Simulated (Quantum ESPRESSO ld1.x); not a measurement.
Species: F3+. Configuration: [He] 2s2 2p2 (the NIST ground configuration). Calculated with ld1.x of Quantum ESPRESSO 7.5: Dirac Kohn-Sham, BLYP, spin-unpolarised, spherical densities, point nucleus; open shells fill j = l - 1/2 first.

Normalised radial functions P(r) = r R(r) (large component), r in bohr:

r,2s1/2,2p3/2
0.0159,0.1931,0.0064
0.02261,0.2577,0.0126
0.0319,0.3326,0.0241
0.04536,0.4147,0.0460
0.06449,0.4859,0.0856
0.09097,0.5154,0.1523
0.1294,0.4590,0.2630
0.1839,0.2639,0.4282
0.2594,-0.0847,0.6395
0.3689,-0.5518,0.8707
0.5245,-0.9686,1.0368
0.7399,-1.1140,1.0326
1.052,-0.8966,0.8098
1.496,-0.4789,0.4613
2.11,-0.1579,0.1760
3,-0.0252,0.0357
4.266,-0.0015,0.0030
6.018,0.0000,0.0001
8.557,0.0000,0.0000

2s1/2: eigenvalue -91.085 eV, 1 radial node at r = 0.241 bohr, <r> = 0.877 bohr, 90 % of the charge inside 1.37 bohr. 2p3/2 (empty): eigenvalue -72.788 eV, 0 radial nodes, <r> = 0.828 bohr, 90 % of the charge inside 1.37 bohr.
